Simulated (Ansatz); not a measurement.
Reaction (redistribution): `[CH3][Sc]([CH3])[F]` + `F[CH]1[S][GeH2]1` → `[CH3][Sc]([F])[F]` + `C[CH]1[S][GeH2]1`

Computed with Ansatz on PBE0-D4/def2-TZVP structures; ΔE is electronic, products minus reactants. CBS: MP2 limit from def2 TZ/QZ plus the TZ coupled-cluster correction, frozen cores. Functionals use def2-TZVPP. B3LYP here is the variant with VWN-RPA as its local correlation; programs differ in this. For Ge, Sc outer-core shells are correlated without core-valence functions, which leaves a few kJ/mol of doubt a bond. Scalar relativity is left out up to krypton.

`[CH3][Sc]([CH3])[F]`:

```xyz
10

C     1.488    0.099    1.163
Sc    0.297   -0.583   -0.535
C    -1.674    0.310   -0.825
F     0.902   -1.931   -1.640
H     1.720   -0.713    1.865
H     0.964    0.877    1.733
H     2.456    0.519    0.859
H    -1.854    0.639   -1.856
H    -1.818    1.182   -0.174
H    -2.482   -0.398   -0.589
```

`F[CH]1[S][GeH2]1`:

Cartesian coordinates in Å:
```
F 1.252 -1.537 -0.266
C 0.075 -0.863 -0.408
S -1.009 -0.867 1.054
Ge -0.052 0.955 0.265
H -0.415 -1.165 -1.330
H -0.972 1.983 -0.391
H 1.121 1.494 1.076
```

`[CH3][Sc]([F])[F]`:

```xyz
7

C     0.413    0.455   -0.793
Sc   -0.461   -0.544    0.931
F    -1.662   -1.906    0.618
F     0.017    0.044    2.611
H     1.355    0.964   -0.558
H     0.605   -0.235   -1.624
H    -0.268    1.223   -1.185
```

`C[CH]1[S][GeH2]1`:

Cartesian coordinates in Å:
```
C -0.644 1.106 -0.578
C -0.556 -0.190 0.180
S -0.307 -1.724 -0.833
Ge 1.142 -0.993 0.641
H -1.569 1.151 -1.161
H -0.636 1.956 0.110
H 0.189 1.218 -1.274
H -1.343 -0.333 0.917
H 1.304 -1.817 1.918
H 2.420 -0.373 0.080
```

| level | ΔE (kcal/mol) | difference from CCSD(T)/CBS |
| --- | --- | --- |
| PBE-D4 | -71.1 | 2.8 |
| r2SCAN-D4 | -72.5 | 1.4 |
| B3LYP-D4 | -72.6 | 1.3 |
| ωB97M-V | -72.4 | 1.5 |
| PBE | -70.4 | 3.5 |
| MP2/def2-TZVPP | -78.1 | -4.2 |
| CCSD/def2-TZVPP | -74.5 | -0.6 |
| HF/def2-QZVPP | -73.8 | 0.1 |
| HF/CBS(def2) | -73.8 | 0.1 |
| MP2/CBS(def2) | -77.4 | -3.5 |
| CCSD(T)/CBS | -73.9 | 0 |

Largest T1 diagnostic among the species: 0.016.

The D4 term adds −1.0 kcal/mol with B3LYP and −0.5 kcal/mol with PBE0; it sums over pairs of atoms, weighted by their polarisabilities, and B3LYP, whose exchange is more repulsive, gets the larger term. In def2-TZVPP, CCSD(T) changes the Hartree–Fock value by −0.9 kcal/mol (the triples alone add −0.1 kcal/mol) and MP2 by −4.4 kcal/mol. From PBE to PBE0 (25 % exact exchange), in def2-TZVPP and without D4, ΔE moves by −1.3 kcal/mol.
